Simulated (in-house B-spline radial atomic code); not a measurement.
## PBE0 excitations of Zn III (Zn2+)

Method: PBE0. Computed with a B-spline radial code for spherical atoms: linear response of the closed shell [Ar] 3d10 with the functional's adiabatic kernel; non-relativistic, point nucleus, no spin-orbit coupling, no double excitations, S, P, D and F terms only. Only terms of natural parity with L up to 3 were computed.

Without relativity these are model numbers for so heavy an element.

Command:
```bash
python run_td.py task.json out
```
Settings (radii: box in bohr, nucleus in fm):
```
Z                        30
electrons                28
configuration            [Ar] 3d10
hamiltonian              nr
method                   pbe0
box_radius               29.48
intervals                55
```

Cost of the run: 1.8 s on 1 thread of Arm Neoverse N1, with other jobs on the host.

The lowest states, in the order of their Tamm-Dancoff energies; the method's threshold (minus the highest occupied level) is 33.95 eV. Labels give the largest channel, * marks a mixed state, and oscillator strengths are full-response dipole values. Semilocal kernels can invert the small singlet-triplet splittings of Rydberg terms. Energies in eV:

| state | full response | Tamm-Dancoff | oscillator strength |
| --- | --- | --- | --- |
| 3d → 4s 3D | 9.195 | 9.223 | - |
| 3d → 4s 1D | 9.783 | 9.792 | - |
| 3d → 4p 3P | 16.228 | 16.255 | - |
| 3d → 4p 3F | ? | ? | - |
| 3d → 4p 1F | 16.706 | 16.708 | - |
| 3d → 4p 1P | 17.421 | 17.492 | 0.458 |
| 3d → 5s 3D | 24.697 | 24.701 | - |
| 3d → 4d 3S | ? | ? | - |
| 3d → 5s 1D | 24.796 | 24.797 | - |
| 3d → 4d 3D | 25.186 | 25.193 | - |

Where does 3d → 4d 3S lie?

At 24.736 eV in full response, 24.767 eV in Tamm-Dancoff.

Where does 3d → 4p 3F lie?

At 16.413 eV in full response, 16.432 eV in Tamm-Dancoff.

How large is the singlet-triplet splitting of 3d → 4s (D terms) in Tamm-Dancoff?

0.569 eV, from the unrounded values.

What polarisabilities and dispersion coefficient does the method give?

Dipole 2.675 bohr³, quadrupole 8.414 bohr⁵, C6 7.107 hartree·bohr⁶ for two such species.
